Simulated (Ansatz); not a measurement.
Molecule (SMILES): F[SiH] (F-SiH) (closed-shell singlet).
Atoms: Si1, H2, F3. Bonds: Si1-H2, Si1-F3.

Basis-set convergence of the optimised Si1-F3 bond length at MP2 with Ansatz (a program for electronic structure). The reference of a correlated method is not its basis-set limit, which lies further on. Cartesian d functions, on some or all atoms, in 6-31G*, 6-311G**, 6-311+G**; all else is spherical. Cores are frozen. Core-valence sets carry the plain set on hydrogen. A restricted Hartree-Fock determinant is unstable towards unrestricted orbitals. No added dispersion term, no relativity. Reference: the value in aug-cc-pV(Q+d)Z, 1.6137 Å, itself unsure by roughly 0.0014 Å (its mean distance from def2-QZVPP, cc-pV(Q+d)Z).

| basis | functions | optimised Si1-F3 bond length (Å) |
|---|---|---|
| 6-31G* | 36 | 1.6266 |
| def2-SVP | 37 | (withheld) |
| cc-pV(D+d)Z | 42 | 1.6460 |
| 6-311G** | 51 | (withheld) |
| 6-311+G** | 59 | 1.6385 |
| aug-cc-pV(D+d)Z | 64 | (withheld) |
| def2-TZVP | 74 | 1.6152 |
| pcseg-2 | 78 | 1.6136 |
| cc-pV(T+d)Z | 83 | 1.6132 |
| def2-TZVPP | 87 | 1.6150 |
| jun-cc-pV(T+d)Z | 101 | 1.6201 |
| 6-311++G(3df,3pd) | 104 | 1.6250 |
| def2-TZVPPD | 105 | 1.6182 |
| cc-pCVTZ | 116 | (withheld) |
| aug-cc-pV(T+d)Z | 124 | 1.6186 |
| cc-pV(Q+d)Z | 149 | 1.6119 |
| def2-QZVPP | 157 | 1.6128 |
| aug-cc-pV(Q+d)Z | 215 | 1.6137 |

Complete the blanks.


- def2-SVP, optimised Si1-F3 bond length (Å): 1.6391
- 6-311G**, optimised Si1-F3 bond length (Å): 1.6247
- aug-cc-pV(D+d)Z, optimised Si1-F3 bond length (Å): 1.6550
- cc-pCVTZ, optimised Si1-F3 bond length (Å): 1.6142
